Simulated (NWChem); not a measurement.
Species: C3H4F2Si; SMILES F[Si@@H](CF)C#C

```xyz
10

C     -0.8670    -2.7866    -0.1956
C     -0.3731    -1.6999     0.0418
Si     0.3268    -0.0472     0.3923
F      1.8277     0.0220    -0.2236
C     -0.7547     1.2428    -0.4561
F     -0.3632     2.5124    -0.0898
H     -1.2989    -3.7503    -0.4041
H      0.4252     0.1957     1.8525
H     -0.6909     1.1384    -1.5545
H     -1.8135     1.0886    -0.1767
```
Atoms are numbered in this order, from 1.

The geometry was optimised at PBE0/def2-SVP.

Q: Give the principal values of the shielding tensors (ppm) of C1, C2, Si3, F4, C5 from Hartree-Fock/6-31G* (spherical d), GIAO (NWChem), with their diamagnetic and paramagnetic parts as GIAO splits them.

A: 
```
atom    σ11    σ22    σ33  isotropic  diamagnetic  paramagnetic
----  -----  -----  -----  ---------  -----------  ------------
C1     24.7   27.4  247.6       99.9        273.4        -173.5
C2     37.6   43.1  298.7      126.5        259.5        -133.1
Si3   419.2  475.8  497.3      464.1        878.2        -414.1
F4    379.7  395.6  417.0      397.4        472.9         -75.5
C5     98.5  110.5  186.8      131.9        247.4        -115.5
```
